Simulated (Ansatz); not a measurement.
Molecule: sum formula GaBr2F, charge 0, multiplicity 1. SMILES: [F][Ga]([Br])[Br]
Geometry: optimised at B3LYP-D3(BJ)/def2-TZVP (Ansatz, a first-principles code).

Computed values are from Ansatz. Correlated levels leave the core frozen unless marked. UHF or UKS for open shells. No spin-orbit coupling. The frozen core is the preceding noble-gas configuration, with the filled d and f shells of earlier blocks. No relativistic terms. CBS(X,Y): correlation extrapolated as X^-3; Hartree-Fock from the larger set (for Q and 5 zeta extrapolated as (X+1)exp(-9√X)).

- atomisation energy De = 1145.2 kJ/mol at CCSD(T)/CBS(cc-pVQZ,cc-pV5Z)
- vertical ionisation energy (to the doublet) = 11.65 eV at CCSD(T)/CBS(aug-cc-pVTZ,aug-cc-pVQZ)
- total energy = -7168.6876 Eh at CCSD(T)/CBS(cc-pVQZ,cc-pV5Z)
- dipole moment = 1.20 D at CCSD(T)/aug-cc-pVDZ
- T1 diagnostic = 0.011 at CCSD/cc-pV5Z
